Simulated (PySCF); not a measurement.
**Splitting trees**

Atoms are numbered as in `[CH3:1][O:2][C@@H:3]1[CH2:4][O:5][B:6]([CH3:7])[O:8]1`. Each H is labelled by its parent atom. Ha(C4) is cis to O2 on the ring; Hb(C4) is trans to O2 on the ring.

Computed data (PySCF): PBE0-D3(BJ)/def2-SVP structure, B3LYP/pcJ-1 coupling constants (spin–dipole term only in couplings to heteroatoms), shielding tensors at KT3/pcSseg-1 (GIAO). Single conformer, non-relativistic Hamiltonian, equivalent nuclei averaged, isolated molecule.

δ = σ(ref) − σ, references computed at the same level: ¹H, ¹³C against TMS.

Spectrometer: 800 MHz for ¹H. First-order analysis; couplings under 1 Hz (under 4 Hz in carbon signals) are ignored, and nearly equal couplings are merged; the smaller ones broaden or split the lines further.

Question: What pattern does Ha(C4) show (¹H)?

Answer: A doublet of doublets at δ 3.91: 11.3 Hz to Hb(C4) (1 × ¹H, 2 bonds away), 3.2 Hz to H(C3) (1 × ¹H, 3 bonds away). Lines in Hz from the centre (relative intensity): +7.2 (1), +4.0 (1), -4.0 (1), -7.2 (1). The outer lines are 14.5 Hz apart, the sum of the couplings kept, or 0.018 ppm at this field.

Question: What pattern does Hb(C4) show (¹H)?

Answer: A doublet of doublets at δ 4.15: 11.3 Hz to Ha(C4) (1 × ¹H, 2 bonds away), 6.9 Hz to H(C3) (1 × ¹H, 3 bonds away). Lines in Hz from the centre (relative intensity): +9.1 (1), +2.2 (1), -2.2 (1), -9.1 (1). The outer lines are 18.2 Hz apart, the sum of the couplings kept, or 0.023 ppm at this field.

Question: What pattern does H(C3) show (¹H)?

Answer: A doublet of doublets at δ 5.20: 6.9 Hz to Hb(C4) (1 × ¹H, 3 bonds away), 3.2 Hz to Ha(C4) (1 × ¹H, 3 bonds away). Lines in Hz from the centre (relative intensity): +5.0 (1), +1.9 (1), -1.9 (1), -5.0 (1). The outer lines are 10.1 Hz apart, the sum of the couplings kept, or 0.013 ppm at this field.

Question: What pattern does C3 show in the proton-coupled ¹³C spectrum?

Answer: A doublet of quartets of doublets at δ 103.9: 172.2 Hz to H(C3) (1 × ¹H, 1 bond away), 5.3 Hz to H(C1) (3 × ¹H, 3 bonds away), 4.4 Hz to Ha(C4) (1 × ¹H, 2 bonds away). Lines in Hz from the centre (relative intensity): +96.2 (1), +91.8 (1), +91.0 (3), +86.5 (3), +85.7 (3), +81.2 (3), +80.3 (1), +76.0 (1), -76.0 (1), -80.3 (1), -81.2 (3), -85.7 (3), -86.5 (3), -91.0 (3), -91.8 (1), -96.2 (1). The outer lines are 192.5 Hz apart, the sum of the couplings kept, or 0.957 ppm at this field.

Unscaled 3J(H,H) at this level run about 10 % above measured values. Vicinal couplings across rotatable single bonds and in flexible rings belong to the one computed conformer; a conformer average would change them.
